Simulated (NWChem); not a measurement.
Species: CF cation, singlet

Program: NWChem. Low-valent species are run as closed-shell singlets; no triplet was tried in these runs. Geometry: optimised at B3LYP/6-31G* (spherical d). B3LYP is NWChem's, with the RPA form of VWN correlation. Vertical excitations in the gas phase; the lowest state need not have the same character in each row.

| level | lowest excitation, singlet (eV) | oscillator strength of that lowest state | lowest triplet (eV) | orbital gap (eV) |
|---|---|---|---|---|
| PBE/def2-SVPD, TDA | 8.26 | 0.124 | 4.31 | 5.92 |
| B3LYP/def2-SVPD, TDA | 8.20 | 0.126 | 4.28 | [?] |
| PBE0/def2-SVPD, TDA | 8.23 | 0.127 | 4.19 | 9.15 |

Task: Fill in the missing entries.

Result: 
- B3LYP/def2-SVPD, TDA, orbital gap (eV): 8.50
